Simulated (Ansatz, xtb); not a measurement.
C2H7F2NSi2: which of two isomers lies lower

Structure I: `C=C[SiH2][Si](N)(F)F`, a singlet. Structure II: `F[SiH](F)[SiH2]N1CC1`, a singlet. Both are isolated molecules in the gas phase, relaxed with B3LYP/def2-SVP; each stands in its lowest conformer found.

Problem. Estimate which is lower in electronic energy at CCSD(T)/def2-SVP + ΔMP2/def2-TZVPP, and by roughly how much.

Solution. The CCSD(T)/def2-SVP + ΔMP2/def2-TZVPP calculation puts structure I lower, by 147.0 kJ/mol.

How the difference moves with the method:

| level | geometry | E(II) − E(I) (kJ/mol) | departure from the last row (kJ/mol) | job, with rough time for the two |
| --- | --- | --- | --- | --- |
| B3LYP/def2-SVP | B3LYP/def2-SVP | +130.1 | −16.9 | optimisation, 61 s |
| HF/def2-SVP | B3LYP/def2-SVP | +138.0 | −9.0 | part of the CCSD(T) run |
| MP2/def2-SVP | B3LYP/def2-SVP | +123.8 | −23.2 | part of the CCSD(T) run |
| CCSD(T)/def2-SVP | B3LYP/def2-SVP | +129.3 | −17.7 | single point |
| CCSD(T)/def2-SVP + ΔMP2/def2-TZVPP | B3LYP/def2-SVP | +147.0 |  | single point, 63 s |

As drawn, II has 2 C–N, 1 C–C, 1 Si–H, 1 C–H in place of 1 C=C, 1 C–Si, 2 N–H. Structure I has no ring, II a 3-membered ring.

The levels shown agree on the order. The largest departure from CCSD(T)/def2-SVP + ΔMP2/def2-TZVPP is that of MP2/def2-SVP, 23.2 kJ/mol. Levels run at GFN2-xTB geometries aren't shown. The last row adds to CCSD(T) the change of the MP2 difference between the two basis sets, here +17.7 kJ/mol, a large step that makes the value less sure.

With thermal terms from frequencies at re-optimised GFN2-xTB minima (ideal gas, soft modes damped towards free rotors, one conformer each, 298.15 K, 1 atm): on the last row, ΔE + ΔZPE = +149.3, ΔH = +145.6, ΔG = +153.4 kJ/mol.

The correlated steps freeze 15 core orbitals. Run with Ansatz 0.2.0, xtb 6.7.1; the last row on 4 threads of Arm Neoverse V2 on a shared host.
